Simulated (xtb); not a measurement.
Te, charge -1, doublet; GFN2-xTB in xtb.

Input for xtb:
```
$ xtb mol.xyz --gfn 2 --chrg -1 --uhf 1 --etemp 3000 --json

# file mol.xyz
1

Te     0.00000000     0.00000000     0.00000000
```

Task: Predict the main parts of the log of this xtb run.

Result: 
```
   ID    Z sym.   atoms
    1   52 Te     1

           -------------------------------------------------
          |                Calculation Setup                |
           -------------------------------------------------

           -------------------------------------------------
          |                 G F N 2 - x T B                 |
           -------------------------------------------------

          ...................................................
          :                      SETUP                      :
          :.................................................:
          :  # basis functions                  10          :
          :  # atomic orbitals                   9          :
          :  # shells                            3          :
          :  # electrons                         7          :
          :  max. iterations                   250          :
          :  Hamiltonian                  GFN2-xTB          :
          :  restarted?                      false          :
          :  GBSA solvation                  false          :
          :  PC potential                    false          :
          :  electronic temp.         3000.0000000     K    :
          :  accuracy                    1.0000000          :
          :  -> integral cutoff          0.2500000E+02      :
          :  -> integral neglect         0.1000000E-07      :
          :  -> SCF convergence          0.1000000E-05 Eh   :
          :  -> wf. convergence          0.1000000E-03 e    :
          :  Broyden damping             0.4000000          :
          :  net charge                         -1          :
          :  unpaired electrons                  1          :
          ...................................................

 iter      E             dE          RMSdq      gap      omega  full diag
   1     -3.0712212 -0.307122E+01  0.471E+00   13.24      13.2  T
   2     -3.0712212 -0.484501E-11  0.377E+00   13.36      13.4  T
   3     -3.0712212 -0.384670E-11  0.290E+00   13.48      13.5  T
   4     -3.0712212 -0.291234E-11  0.214E+00   13.59      13.6  T
   5     -3.0712212 -0.211209E-11  0.149E+00   13.70      13.7  T
   6     -3.0712212 -0.146949E-11  0.966E-01   13.78      13.8  T
   7     -3.0712212 -0.980993E-12  0.578E-01   13.85      13.9  T
   8     -3.0712212 -0.618172E-12  0.310E-01   13.90      13.9  T
   9     -3.0712212 -0.359712E-12  0.145E-01   13.93      13.9  T
[...]
         :: total energy              -3.071221213423 Eh    ::
[...]

         #    Occupation            Energy/Eh            Energy/eV
      -------------------------------------------------------------
         1        2.0000           -0.1142617              -3.1092
         2        1.6667            0.2372685               6.4564
         3        1.6667            0.2372685               6.4564
         4        1.6667            0.2372685               6.4564 (HOMO)
         5                          0.7501497              20.4126 (LUMO)
         6                          0.7501497              20.4126
         7                          0.7501497              20.4126
         8                          0.7501497              20.4126
         9                          0.7501497              20.4126
      -------------------------------------------------------------
                  HL-Gap            0.5128812 Eh           13.9562 eV
             Fermi-level            0.3675938 Eh           10.0027 eV

     #   Z          covCN         q      C6AA      α(0)
     1  52 Te       0.000    -1.000   520.580    42.723

 Mol. C6AA /au·bohr⁶  :        520.580361
 Mol. C8AA /au·bohr⁸  :      52842.970399
 Mol. α(0) /au        :         42.722546

Wiberg/Mayer (AO) data.
largest (>0.10) Wiberg bond orders for each atom

 ---------------------------------------------------------------------------
     #   Z sym  total        # sym  WBO       # sym  WBO       # sym  WBO
 ---------------------------------------------------------------------------
     1  52 Te   0.000
 ---------------------------------------------------------------------------

molecular dipole:
                 x           y           z       tot (Debye)
 q only:        0.000       0.000       0.000
   full:       -0.000       0.000       0.000       0.000
molecular quadrupole (traceless):
                xx          xy          yy          xz          yz          zz
 q only:        0.000       0.000       0.000       0.000       0.000       0.000
  q+dip:        0.000       0.000       0.000       0.000       0.000       0.000
   full:        0.000       0.000      -0.000      -0.000       0.000       0.000

           -------------------------------------------------
          | TOTAL ENERGY               -3.071221213423 Eh   |
          | GRADIENT NORM               0.000000000000 Eh/α |
          | HOMO-LUMO GAP              13.956208643376 eV   |
           -------------------------------------------------

normal termination of xtb
```
